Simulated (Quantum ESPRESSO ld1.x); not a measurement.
Question: These are the eigenvalues of the occupied orbitals of an atom or ion with whole-number occupations (eV). Method: scalar-relativistic Kohn-Sham, PBE, spin-unpolarised, spherical densities, point nucleus; computed with ld1.x of Quantum ESPRESSO 7.5.

1s: -3455.403
2s: -575.342
2p: -516.213

Which element is it, and in what charge state? The configuration may be excited.

Answer: Z = 18, argon, charge +10: Ar10+ in [He] 2s2 2p4. The list shows which subshells hold electrons but not how many an open one holds; the 1s level, -126.98 hartree, gives Z - s = 15.9 by -(Z - s)^2/2, which with screening and relativity narrows Z to a few neighbours, and the depths of the outer levels then fix element, charge and occupations together.
